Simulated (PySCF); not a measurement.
**Telling isomers of C5H4F3N3 apart by NMR**

How the numbers were obtained: GFN2-xTB geometry, GIAO PBE0/pcSseg-1 shieldings, in PySCF (one conformer, relativity neglected, equivalent nuclei averaged, no solvent).

Shifts are taken against calculated references (same method and geometry level): $^{1}$H (σ = 31.72 ppm), $^{13}$C (σ = 186.93 ppm) against TMS. Splittings of carbon signals by F and P are missing where no couplings were computed. Where no couplings were computed, multiplicities follow the n + 1 count of equivalent neighbours, and m marks all less simple cases (inequivalent or close neighbours, rings, F or P nearby). Shifts are as computed. Against solution values, carbons near 30 ppm lie about +3 ppm off and those near 130 ppm about +5 ppm. Of 1211 compounds with measured shifts, 218 miss one by over three times the rms of a fit or turn the order of signals round; such compounds aren't used in these exercises.

(1) Tabulate the signals of `C=Cn1ncc(C(F)(F)F)n1`, `Cc1nnncc1C(F)(F)F`, `Cc1nncc(C(F)(F)F)n1`, `Cc1cnc(C(F)(F)F)nn1` and their relative energies.

(2) What is the quickest way to tell C=Cn1ncc(C(F)(F)F)n1 from Cc1nnncc1C(F)(F)F?

(3) What is the quickest way to tell C=Cn1ncc(C(F)(F)F)n1 from Cc1nncc(C(F)(F)F)n1?

(4) What is the quickest way to tell Cc1nncc(C(F)(F)F)n1 from Cc1cnc(C(F)(F)F)nn1?

## Answers

(1) 
```json
{"SMILES": "C=Cn1ncc(C(F)(F)F)n1", "carbon types": "2×C 2×CH 1×CH2", "δC": "146.6, 139.3, 138.9, 130.7, 114.4", "δH": "7.99 (m, 1H), 7.53 (m, 1H), 6.78 (m, 1H), 5.59 (m, 1H)", "E rel. (kcal/mol)": "5.6"}
{"SMILES": "Cc1nnncc1C(F)(F)F", "carbon types": "3×C 1×CH 1×CH3", "δC": "159.9, 146.0, 133.4, 125.4, 22.6", "δH": "9.26 (m, 1H), 3.25 (s, 3H)", "E rel. (kcal/mol)": "16.8"}
{"SMILES": "Cc1nncc(C(F)(F)F)n1", "carbon types": "3×C 1×CH 1×CH3", "δC": "173.4, 152.7, 150.5, 130.7, 26.8", "δH": "9.96 (m, 1H), 3.33 (s, 3H)", "E rel. (kcal/mol)": "0.0"}
{"SMILES": "Cc1cnc(C(F)(F)F)nn1", "carbon types": "3×C 1×CH 1×CH3", "δC": "166.1, 162.6, 153.5, 129.9, 22.4", "δH": "8.80 (s, 1H), 3.07 (s, 3H)", "E rel. (kcal/mol)": "1.8"}
```

Energies are electronic energies at PBE0/pcSseg-1 on these geometries, without zero-point or thermal terms, each for the one conformer computed, which needn't be the lowest.

(2) Both give the same number of carbon signals, but DEPT or the intensities differ. The first has a terminal =CH2 carbon at 114.4 ppm, the second a methyl carbon on an aromatic ring (CH3) at 22.6 ppm. Their most deshielded carbons lie at 146.6 and 159.9 ppm. In the proton spectra the most deshielded non-exchanging signals are 7.99 (m, 1H) and 9.26 (m, 1H).

(3) Both give the same number of carbon signals, but DEPT or the intensities differ. The first has a terminal =CH2 carbon at 114.4 ppm, the second a methyl carbon on an aromatic ring (CH3) at 26.8 ppm. Their most deshielded carbons lie at 146.6 and 173.4 ppm. In the proton spectra the most deshielded non-exchanging signals are 7.99 (m, 1H) and 9.96 (m, 1H).

(4) Both give the same number of carbon signals, with the same numbers of each carbon type, so the positions decide. The first has a substituted aromatic carbon next to a ring nitrogen (C) at 152.7 ppm, the second a substituted aromatic carbon next to a ring nitrogen (C) at 162.6 ppm. Their most deshielded carbons lie at 173.4 and 166.1 ppm. In the proton spectra the most deshielded non-exchanging signals are 9.96 (m, 1H) and 8.80 (s, 1H).
